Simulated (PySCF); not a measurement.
A calculated (UHF, PySCF 2.14, Sapporo-DKH3-DZP-2012, the spin-free X2C one-electron Hamiltonian (Gaussian nucleus)) atom or ion has these occupied shells.

```tsv
shell	electrons	orbital energy (eV)	rms radius, mean of both spins (bohr)
1s	2	-9055.7	0.0601
2s	2	-1141.9	0.254
2p	6	-982.78	0.228
3s	2	-148.92	0.767
3p	6	-100.28	0.819
3d	10	-21.917	1.14
```

Q: Name the element and its charge.

A: Cu⁺ (copper, charge +1), in [Ar] 3d10, closed-shell 1S.
